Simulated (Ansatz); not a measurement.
Program: Ansatz 0.2.0.

A structure relaxed at PBE0-D4/def2-TZVP, charge 0, multiplicity 1:

```xyz
10

O    -1.960   -0.299    2.588
C    -1.173    0.148    1.849
N    -0.307    0.650    1.195
C     0.079    0.856   -0.169
Si    0.693   -0.747   -0.974
H     0.880    1.599   -0.193
H    -0.753    1.271   -0.749
H    -0.400   -1.752   -0.939
H     1.866   -1.262   -0.226
H     1.076   -0.464   -2.383
```

(1) Give its formula and SMILES.

(2) Summarise the bond lengths by kind.

Results:

(1) C2H5NOSi, `O=C=NC[SiH3]`.

(2) 1 × C–O 1.169 Å; 2 × C–N 1.195 to 1.432 Å; 1 × C–Si 1.896 Å; 2 × C–H 1.093 to 1.095 Å; 3 × H–Si 1.484 to 1.487 Å.
